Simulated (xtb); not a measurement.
xtb input (GFN2-xTB):

```bash
xtb mol.xyz --gfn 2 --ohess tight --chrg 0 --uhf 0
```
mol.xyz:
```
11

C      1.89590960    -1.64611948    -0.38905996
Ge     0.08233604    -0.88156314    -0.14618092
C     -1.42605983    -2.10016448    -0.31777006
I     -0.08134627     0.96485381    -1.96997760
I     -0.05448294     0.19509768     2.12189558
H      2.65599436    -0.95703208    -0.22567814
H      1.99618981    -2.42994172     0.40792505
H      1.96717272    -2.09101266    -1.30315382
H     -2.31402499    -1.49646078    -0.25003378
H     -1.39365413    -2.49899525    -1.32563264
H     -1.33423659    -2.88856564     0.40272707
```

End of the output:

```
       8    228.43    -0.56387 ( 99.77%)    -0.60647 (  0.23%)    -0.56396
       9    276.19    -0.46426 ( 99.89%)    -0.55023 (  0.11%)    -0.46435
   ------------------------------------------------------------------------

   temp. (K)  partition function   enthalpy   heat capacity  entropy
                                   cal/mol     cal/K/mol   cal/K/mol   J/K/mol
 298.15  VIB  0.120E+04             4209.240     22.471     27.927
         ROT  0.909E+06              888.752      2.981     30.247
         INT  0.109E+10             5097.992     25.451     58.174
         TR   0.651E+28             1481.254      4.968     43.487
         TOT                        6579.2460    30.4196   101.6613   425.3509

       T/K    H(0)-H(T)+PV         H(T)/Eh          T*S/Eh         G(T)/Eh
   ------------------------------------------------------------------------
    298.15    0.104847E-01    0.832652E-01    0.483026E-01    0.349626E-01
   ------------------------------------------------------------------------

         :::::::::::::::::::::::::::::::::::::::::::::::::::::
         ::                  THERMODYNAMIC                  ::
         :::::::::::::::::::::::::::::::::::::::::::::::::::::
         :: total free energy         -16.962884057405 Eh   ::
         ::.................................................::
         :: total energy              -16.997846674372 Eh   ::
         :: zero point energy           0.072780484747 Eh   ::
         :: G(RRHO) w/o ZPVE           -0.037817867781 Eh   ::
         :: G(RRHO) contrib.            0.034962616967 Eh   ::
         :::::::::::::::::::::::::::::::::::::::::::::::::::::

optimized geometry written to: xtbopt.xyz

           -------------------------------------------------
          | TOTAL ENERGY              -16.997846674372 Eh   |
          | TOTAL ENTHALPY            -16.914581493703 Eh   |
          | TOTAL FREE ENERGY         -16.962884057405 Eh   |
          | GRADIENT NORM               0.000185660920 Eh/α |
          | HOMO-LUMO GAP               4.492987238199 eV   |
           -------------------------------------------------

------------------------------------------------------------------------
------------------------------------------------------------------------
 total:
 SCF:
Note: The following floating-point exceptions are signalling: IEEE_UNDERFLOW_FLAG IEEE_DENORMAL
normal termination of xtb
 ANC optimizer:
 analytical hessian:
```
